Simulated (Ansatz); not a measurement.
Kohn–Sham single points on CH₅Cl₃GaN (`C[NH2+][Ga-]([Cl])([Cl])[Cl]`).

```yaml
crystal:
  periodic: [false, false, false]
  atoms:
    - {symbol: C, position_ang: [-0.029000, -1.118290, 0.923089]}
    - {symbol: N, position_ang: [0.664224, -0.294790, -0.083562]}
    - {symbol: Ga, position_ang: [-0.436562, 1.276178, -0.823602]}
    - {symbol: Cl, position_ang: [-2.123673, 0.247911, -1.690481]}
    - {symbol: Cl, position_ang: [0.992769, 2.114599, -2.205874]}
    - {symbol: Cl, position_ang: [-0.820987, 2.412666, 0.969690]}
    - {symbol: H, position_ang: [0.604471, -1.932868, 1.276633]}
    - {symbol: H, position_ang: [-0.935182, -1.524041, 0.475882]}
    - {symbol: H, position_ang: [-0.310048, -0.480662, 1.759899]}
    - {symbol: H, position_ang: [1.517593, 0.101614, 0.300807]}
    - {symbol: H, position_ang: [0.941895, -0.859319, -0.881880]}
basis:
  gaussian: {orbitals: def2-TZVPP}
hamiltonian: {xc: lda}
output: {orbitals: {seedname: orbitals}}
```

```sh
$ ansatz run in.yaml --threads 4 --pin off --events-out ev --progress --plain --max-ram 11315MiB
```

It prints (some lines left out):

```
Functional definition: SPW92
1880 factors; their error is unknown
mean field evaluation 1: about -92324.8043 eV, gradient 8.0e1 eV
mean field evaluation 2: about -92301.4142 eV, gradient 1.3e2 eV
mean field evaluation 4: about -92336.0591 eV, gradient 9.4e0 eV
mean field evaluation 8: about -92336.2160 eV, gradient 3.0e-1 eV
mean field evaluation 16: about -92336.1685 eV, gradient 1.6e-4 eV
mean field -92336.16853463 eV, -3393.2916059447 hartree, gradient 5.7e-5 eV, S^2 0.000000; 0 other end points of the search recorded, 0 dependent functions left out
reference -92336.16857671 eV, -3393.2916074912 hartree; 50, 50 occupied and 256, 256 virtual orbitals, 1880 factors
Total energy: -92336.16857671 eV, -3393.2916074912 hartree
```

Run time 2.3 s (4 threads of an Arm Neoverse V2 on a shared host); peak host memory 0.57 GiB.

The same input with `hamiltonian: {xc: r2scan, dispersion: d4}` and forces (abridged; 8.5 s):

```
Functional definition: r2SCAN
mean field evaluation 16: about -92558.5329 eV, gradient 4.9e-4 eV
mean field -92558.53291398 eV, -3401.4633461620 hartree, gradient 6.3e-5 eV, S^2 0.000000
Total energy: -92558.62554750 eV, -3401.4667503809 hartree
Atom 0 force    -0.136296    -0.155249     0.192486 eV/Å
Atom 1 force     0.059476     0.151364    -0.151922 eV/Å
Atom 2 force     0.001915    -0.011576     0.008515 eV/Å
Atom 3 force     0.000446     0.001910    -0.001457 eV/Å
Atom 4 force    -0.000298     0.001868    -0.001310 eV/Å
Atom 5 force     0.000161     0.001609    -0.001737 eV/Å
Atom 6 force    -0.010034     0.012909    -0.005570 eV/Å
Atom 7 force     0.025560     0.014393     0.003690 eV/Å
Atom 8 force     0.011295    -0.009354    -0.025604 eV/Å
Atom 9 force     0.029402     0.005224     0.002672 eV/Å
Atom 10 force     0.018373    -0.013098    -0.019764 eV/Å
Dipole moment:     0.655233    -1.045295     0.529887 e Å
```

With the line `hamiltonian: {xc: {name: r2SCANh}, dispersion: d4}` (abridged; 12 s):

```
Functional definition: r2SCANh
mean field evaluation 16: about -92558.0471 eV, gradient 8.1e-5 eV
mean field -92558.04713182 eV, -3401.4454939966 hartree, gradient 5.0e-5 eV, S^2 0.000000
Total energy: -92558.14778613 eV, -3401.4491929744 hartree
```

The same input with `hamiltonian: {xc: {name: wB97X-V}}` (abridged; 16 s):

```
Functional definition: wB97X-V
mean field evaluation 16: about -92551.6515 eV, gradient 4.6e-5 eV
mean field -92551.65147908 eV, -3401.2104580937 hartree, gradient 4.6e-5 eV, S^2 0.000000
Total energy: -92551.65147700 eV, -3401.2104580173 hartree
```

The same input with `hamiltonian: {xc: {name: wB97M-V}}` and forces (abridged; 25 s):

```
Functional definition: wB97M-V
mean field evaluation 16: about -92556.8537 eV, gradient 5.2e-5 eV
mean field -92556.85374614 eV, -3401.4016378818 hartree, gradient 5.2e-5 eV, S^2 0.000000
Total energy: -92556.85379644 eV, -3401.4016397303 hartree
Atom 0 force    -0.145042    -0.160599     0.201069 eV/Å
Atom 1 force     0.140013     0.123689    -0.168663 eV/Å
Atom 2 force    -0.005954     0.005011    -0.001120 eV/Å
Atom 3 force    -0.008940    -0.014843    -0.001204 eV/Å
Atom 4 force     0.011602     0.002676    -0.007805 eV/Å
Atom 5 force     0.000051     0.000204     0.017388 eV/Å
Atom 6 force    -0.060760     0.070601    -0.027764 eV/Å
Atom 7 force     0.068650     0.028103     0.036384 eV/Å
Atom 8 force     0.021126    -0.051127    -0.061231 eV/Å
Atom 9 force    -0.022734    -0.022536    -0.019024 eV/Å
Atom 10 force     0.001987     0.018820     0.031969 eV/Å
Dipole moment:     0.651918    -1.038976     0.526368 e Å
```

With the line `hamiltonian: {xc: {name: BLYP}, dispersion: d4}` (abridged; 3.5 s):

```
Functional definition: BLYP
mean field evaluation 16: about -92562.7311 eV, gradient 1.5e-4 eV
mean field -92562.73113131 eV, -3401.6176278031 hartree, gradient 5.6e-5 eV, S^2 0.000000
Total energy: -92563.51307096 eV, -3401.6463635550 hartree
```
